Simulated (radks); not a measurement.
Valence configurations of In+ (all share [Kr]). Method: Dirac Kohn-Sham, PBEsol, spin-unpolarised, spherical densities, finite nucleus; open shells fill j = l - 1/2 first; Fermi nuclear charge, rms radius 4.6156 fm; computed with a radial shooting solver on a logarithmic mesh with Libxc functionals. Energies are relative to 4d10 5s2; eigenvalues in eV.

valence,E (eV),e(4d3/2),e(4d5/2),e(5p1/2),e(5p3/2),e(5s1/2)
4d10 5s2,0.000,-26.587,-25.723,-,-,-14.982
4d10 5s1.5 5p0.5,3.148,-27.300,-26.434,-9.104,-,-15.435
4d10 5s1 5p1,6.330,-27.994,-27.125,-9.468,-,-15.868
4d9.5 5s2 5p0.5,8.993,-29.482,-28.592,-9.614,-,-16.201
4d10 5p2,12.797,-29.326,-28.452,-10.150,-,-
4d9.5 5s1 5p1.5,15.648,-30.812,-29.918,-10.297,-,-17.019
4d9 5s2 5p1,18.984,-32.354,-31.438,-10.448,-,-17.356
4d9 5s1 5p2,25.957,-33.619,-32.699,-11.080,-,-18.117
4d9 5p3,33.643,-35.044,-34.119,-11.780,-11.191,-
4d8 5s2 5p2,42.019,-38.056,-37.089,-11.993,-,-19.520

NIST lists [Kr] 4d10 5s2 as the ground configuration; this level of theory agrees among the configurations tried. The energies are those of spherical spin-averaged densities, not of single terms.
